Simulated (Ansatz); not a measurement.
Molecule: CH4BO2, net charge 0, doublet state. It need not be the lowest isomer of its formula. SMILES: B([O])(O)C
Structure (B3LYP-D3(BJ)/def2-TZVP (Ansatz, a first-principles code) minimum search):
```
B
O 1 1.3366
O 1 1.3667 2 122.08
H 3 0.9613 1 113.41 2 180.00
C 1 1.5980 2 113.53 3 180.00
H 5 1.0877 1 113.73 2 0.00
H 5 1.0935 6 108.52 1 -120.96
H 5 1.0935 6 108.52 7 -118.08
```
Charge 0, spin multiplicity 2.

Computed values are from Ansatz. Valence correlation only, unless marked. Open shells are spin-unrestricted. No spin-orbit coupling. No relativistic terms. CBS(X,Y): correlation extrapolated as X^-3; Hartree-Fock from the larger set.

```json
{
 "atomisation energy De": "3216.6 kJ/mol at CCSD(T)/CBS(aug-cc-pVTZ,aug-cc-pVQZ)",
 "total_energy": "-215.6241 Eh at CCSD(T)/CBS(aug-cc-pVTZ,aug-cc-pVQZ)",
 "dipole_moment": "2.83 D at CCSD(T)/aug-cc-pVDZ",
 "T1 diagnostic": "0.020 at CCSD/aug-cc-pVQZ"
}
```
